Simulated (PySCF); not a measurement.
BFO, SMILES O=BF (connectivity only; charge and spin as stated), charge -1, multiplicity 2.

The structure is a stationary point at PBE0-D3(BJ)/def2-TZVPD. The multiplicity is an assumed one; other spin states were not compared.

All values below come from PBE0-D3(BJ)/def2-TZVPD run with PySCF.

Frequencies are harmonic and unscaled.

```tsv
mode	ν (cm⁻¹)	IR (km/mol)	moving atoms (share of kinetic energy)
1	481	30.2	B 44 %, O 31 %, F 25 %
2	862	116.0	F 44 %, B 40 %, O 16 %
3	1679	396.2	B 65 %, O 34 %
```
